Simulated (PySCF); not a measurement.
From computed data to an observable: chemical shift, span and skew from a shielding tensor

C₂H₆ClFSi, SMILES [SiH3]C[C@@H](F)Cl. Atoms are numbered in the order given.

```xyz
11

F     -1.1005    -1.3613     0.3877
C     -0.9710    -0.2699    -0.4172
Cl    -1.1322     1.2224     0.5986
C      0.3607    -0.3016    -1.1337
Si     1.9159    -0.2457    -0.0281
H     -1.8319    -0.2482    -1.1019
H      0.4067     0.5373    -1.8466
H      0.3908    -1.2305    -1.7296
H      1.7873    -1.1845     1.1187
H      3.0676    -0.6675    -0.8783
H      2.1700     1.1325     0.4702
```

Coordinates come from a B3LYP-D3(BJ)/def2-SVP optimisation. The structure was generated by enumeration; whether it is a known compound was not checked. The values are those of a single conformer.

GIAO shieldings from PBE/pcSseg-1 (PySCF), non-relativistic, no solvent. The symmetric part of the tensor of F1 has the principal values 213.9, 278.3, 372.0 ppm. The same nucleus in CFCl3 has σ = 133.6 ppm at this level (PySCF, at its B3LYP-D3(BJ)/def2-TZVP geometry). Without spin–orbit terms, shifts of atoms bonded to Cl or Br come out too high.

Work out the isotropic shielding, the ¹⁹F shift against CFCl3, the span and the skew.


σ(iso) = (σ11 + σ22 + σ33)/3 = 288.1 ppm. δ = σ(ref) − σ(iso) = 133.6 − (288.1) = -154.5 ppm.
Span Ω = σ33 − σ11 = 158.1 ppm. Skew κ = 3(σ(iso) − σ22)/Ω = 0.19. Tumbling in solution averages the tensor to δ; in a static solid the shielding alone would spread this spin-1/2 line over Ω.
